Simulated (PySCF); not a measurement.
One formula, C6H14O, several structures.

PySCF, CAM-B3LYP/def2-SVPD, density fitting, gas phase; each molecule at its own PBE0-D3(BJ)/def2-SVP geometry, one conformer. Singlet excitations by full TDDFT with frozen cores, triplets by Tamm–Dancoff TDDFT and ionisation energies by ΔSCF, from the lowest of the holes tried. 

Torsions of the conformers computed, which needn't be the lowest (atom-mapped SMILES):
- `[CH3:1][CH:2]([CH3:3])[O:4][CH:5]([CH3:6])[CH3:7]`: C1–C2–O4–C5 -84°, C2–O4–C5–C6 153°
- `[CH3:1][CH2:2][CH2:3][O:4][CH2:5][CH2:6][CH3:7]`: C1–C2–C3–O4 180°, C2–C3–O4–C5 -174°, C3–O4–C5–C6 -77°, O4–C5–C6–C7 -175°
- `[CH3:1][O:2][CH2:3][CH2:4][CH:5]([CH3:6])[CH3:7]`: C1–O2–C3–C4 179°, O2–C3–C4–C5 -57°, C3–C4–C5–C6 -60°
- `[CH3:1][CH2:2][O:3][C@H:4]([CH3:5])[CH2:6][CH3:7]`: C1–C2–O3–C4 -176°, C2–O3–C4–C5 -79°, O3–C4–C6–C7 -60°
- `[CH3:1][CH2:2][CH2:3][CH2:4][O:5][CH2:6][CH3:7]`: C1–C2–C3–C4 -178°, C2–C3–C4–O5 62°, C3–C4–O5–C6 -177°, C4–O5–C6–C7 180°
- `[CH3:1][CH2:2][CH2:3][CH2:4][CH2:5][O:6][CH3:7]`: C1–C2–C3–C4 180°, C2–C3–C4–C5 180°, C3–C4–C5–O6 179°, C4–C5–O6–C7 180°

The conformers of `CCCCCCO` aren't listed.

Reference: `CC(C)OC(C)C`, with HOMO energy -8.66 eV, LUMO energy 1.33 eV, lowest singlet excitation 7.17 eV, lowest triplet excitation 7.06 eV, mean polarisability 80.5 au and vertical ionisation energy 9.33 eV.

Changes against it:

```csv
molecule,Δ electronic energy (kcal/mol),Δ HOMO energy (eV),Δ LUMO energy (eV),Δ lowest singlet excitation (eV),Δ lowest triplet excitation (eV),Δ mean polarisability (au),Δ vertical ionisation energy (eV)
COCCC(C)C,+7.0,-0.21,+0.01,-0.03,-0.11,+0.4,+0.41
CCO[C@H](C)CC,+2.0,-0.08,+0.08,+0.07,+0.02,+0.2,+0.14
CCCCOCC,+4.0,-0.14,+0.12,+0.01,-0.08,+1.1,+0.28
CCCCCOC,+7.6,-0.20,+0.08,0.00,-0.09,+1.3,+0.46
```

Rows whose labels were lost:

| row | Δ electronic energy (kcal/mol) | Δ HOMO energy (eV) | Δ LUMO energy (eV) | Δ lowest singlet excitation (eV) | Δ lowest triplet excitation (eV) | Δ mean polarisability (au) | Δ vertical ionisation energy (eV) |
| --- | --- | --- | --- | --- | --- | --- | --- |
| P | +5.8 | -0.06 | +0.08 | +0.12 | +0.07 | +0.7 | +0.16 |
| Q | -0.4 | -0.65 | -0.06 | -0.17 | -0.37 | +0.5 | +0.95 |

Task: Which row belongs to which of `CCCOCCC` and `CCCCCCO`?

Result: P = `CCCOCCC` and Q = `CCCCCCO`. P and Q are told apart most clearly by the vertical ionisation energy (+0.16 against +0.95 eV).
